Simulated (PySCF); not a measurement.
1-fluoro-1-methylcyclopropane (C4H7F), SMILES CC1(F)CC1.

Coordinates come from a PBE-D3(BJ)/def2-SVP optimisation.

Computed with PBE-D3(BJ)/def2-SVP run with PySCF 2.14.0.

Harmonic, unscaled wavenumbers; measured fundamentals usually lie a few per cent lower.

```json
[
 {"mode": "1", "ν (cm⁻¹)": "221", "IR (km/mol)": "0.0", "Raman (Å⁴/amu)": "0.1", "depolarisation": "0.75", "moving atoms (share of kinetic energy)": "H 96 %"},
 {"mode": "2", "ν (cm⁻¹)": "300", "IR (km/mol)": "0.8", "Raman (Å⁴/amu)": "0.5", "depolarisation": "0.75", "moving atoms (share of kinetic energy)": "H 49 %, C 43 %"},
 {"mode": "3", "ν (cm⁻¹)": "332", "IR (km/mol)": "0.4", "Raman (Å⁴/amu)": "0.5", "depolarisation": "0.30", "moving atoms (share of kinetic energy)": "C 45 %, H 39 %, F 16 %"},
 {"mode": "4", "ν (cm⁻¹)": "390", "IR (km/mol)": "7.2", "Raman (Å⁴/amu)": "1.2", "depolarisation": "0.70", "moving atoms (share of kinetic energy)": "F 44 %, C 35 %, H 21 %"},
 {"mode": "5", "ν (cm⁻¹)": "445", "IR (km/mol)": "0.1", "Raman (Å⁴/amu)": "1.7", "depolarisation": "0.75", "moving atoms (share of kinetic energy)": "C 52 %, H 32 %, F 16 %"},
 {"mode": "6", "ν (cm⁻¹)": "696", "IR (km/mol)": "10.3", "Raman (Å⁴/amu)": "8.4", "depolarisation": "0.38", "moving atoms (share of kinetic energy)": "C 55 %, H 24 %, F 21 %"},
 {"mode": "7", "ν (cm⁻¹)": "742", "IR (km/mol)": "0.1", "Raman (Å⁴/amu)": "2.2", "depolarisation": "0.57", "moving atoms (share of kinetic energy)": "H 94 %"},
 {"mode": "8", "ν (cm⁻¹)": "820", "IR (km/mol)": "1.3", "Raman (Å⁴/amu)": "5.1", "depolarisation": "0.75", "moving atoms (share of kinetic energy)": "H 69 %, C 30 %"},
 {"mode": "9", "ν (cm⁻¹)": "893", "IR (km/mol)": "8.5", "Raman (Å⁴/amu)": "6.3", "depolarisation": "0.74", "moving atoms (share of kinetic energy)": "H 63 %, C 31 %"},
 {"mode": "10", "ν (cm⁻¹)": "907", "IR (km/mol)": "13.6", "Raman (Å⁴/amu)": "5.8", "depolarisation": "0.75", "moving atoms (share of kinetic energy)": "H 51 %, C 48 %"},
 {"mode": "11", "ν (cm⁻¹)": "923", "IR (km/mol)": "15.5", "Raman (Å⁴/amu)": "6.5", "depolarisation": "0.53", "moving atoms (share of kinetic energy)": "H 48 %, C 29 %, F 23 %"},
 {"mode": "12", "ν (cm⁻¹)": "984", "IR (km/mol)": "21.9", "Raman (Å⁴/amu)": "3.2", "depolarisation": "0.41", "moving atoms (share of kinetic energy)": "H 79 %, C 19 %"},
 {"mode": "13", "ν (cm⁻¹)": "1016", "IR (km/mol)": "0.0", "Raman (Å⁴/amu)": "1.0", "depolarisation": "0.75", "moving atoms (share of kinetic energy)": "H 61 %, C 39 %"},
 {"mode": "14", "ν (cm⁻¹)": "1030", "IR (km/mol)": "7.4", "Raman (Å⁴/amu)": "9.5", "depolarisation": "0.17", "moving atoms (share of kinetic energy)": "C 71 %, H 28 %"},
 {"mode": "15", "ν (cm⁻¹)": "1087", "IR (km/mol)": "18.9", "Raman (Å⁴/amu)": "2.3", "depolarisation": "0.75", "moving atoms (share of kinetic energy)": "C 55 %, H 45 %"},
 {"mode": "16", "ν (cm⁻¹)": "1133", "IR (km/mol)": "0.9", "Raman (Å⁴/amu)": "5.4", "depolarisation": "0.75", "moving atoms (share of kinetic energy)": "H 76 %, C 24 %"},
 {"mode": "17", "ν (cm⁻¹)": "1255", "IR (km/mol)": "62.0", "Raman (Å⁴/amu)": "2.2", "depolarisation": "0.15", "moving atoms (share of kinetic energy)": "C 61 %, H 33 %"},
 {"mode": "18", "ν (cm⁻¹)": "1304", "IR (km/mol)": "15.6", "Raman (Å⁴/amu)": "14.7", "depolarisation": "0.39", "moving atoms (share of kinetic energy)": "H 70 %, C 30 %"},
 {"mode": "19", "ν (cm⁻¹)": "1365", "IR (km/mol)": "19.1", "Raman (Å⁴/amu)": "5.9", "depolarisation": "0.28", "moving atoms (share of kinetic energy)": "H 60 %, C 39 %"},
 {"mode": "20", "ν (cm⁻¹)": "1365", "IR (km/mol)": "4.2", "Raman (Å⁴/amu)": "10.5", "depolarisation": "0.75", "moving atoms (share of kinetic energy)": "H 92 %, C 8 %"},
 {"mode": "21", "ν (cm⁻¹)": "1398", "IR (km/mol)": "2.5", "Raman (Å⁴/amu)": "12.6", "depolarisation": "0.75", "moving atoms (share of kinetic energy)": "H 96 %"},
 {"mode": "22", "ν (cm⁻¹)": "1415", "IR (km/mol)": "5.5", "Raman (Å⁴/amu)": "19.3", "depolarisation": "0.72", "moving atoms (share of kinetic energy)": "H 89 %, C 11 %"},
 {"mode": "23", "ν (cm⁻¹)": "1458", "IR (km/mol)": "29.5", "Raman (Å⁴/amu)": "4.7", "depolarisation": "0.34", "moving atoms (share of kinetic energy)": "C 59 %, H 40 %"},
 {"mode": "24", "ν (cm⁻¹)": "2975", "IR (km/mol)": "18.4", "Raman (Å⁴/amu)": "153.5", "depolarisation": "0.02", "moving atoms (share of kinetic energy)": "H 97 %"},
 {"mode": "25", "ν (cm⁻¹)": "3062", "IR (km/mol)": "14.7", "Raman (Å⁴/amu)": "82.0", "depolarisation": "0.75", "moving atoms (share of kinetic energy)": "H 91 %, C 9 %"},
 {"mode": "26", "ν (cm⁻¹)": "3064", "IR (km/mol)": "6.9", "Raman (Å⁴/amu)": "39.6", "depolarisation": "0.75", "moving atoms (share of kinetic energy)": "H 95 %"},
 {"mode": "27", "ν (cm⁻¹)": "3066", "IR (km/mol)": "0.7", "Raman (Å⁴/amu)": "196.3", "depolarisation": "0.03", "moving atoms (share of kinetic energy)": "H 95 %"},
 {"mode": "28", "ν (cm⁻¹)": "3082", "IR (km/mol)": "12.4", "Raman (Å⁴/amu)": "61.0", "depolarisation": "0.74", "moving atoms (share of kinetic energy)": "H 91 %, C 9 %"},
 {"mode": "29", "ν (cm⁻¹)": "3159", "IR (km/mol)": "0.4", "Raman (Å⁴/amu)": "100.6", "depolarisation": "0.75", "moving atoms (share of kinetic energy)": "H 89 %, C 11 %"},
 {"mode": "30", "ν (cm⁻¹)": "3169", "IR (km/mol)": "4.0", "Raman (Å⁴/amu)": "37.9", "depolarisation": "0.68", "moving atoms (share of kinetic energy)": "H 89 %, C 11 %"}
]
```
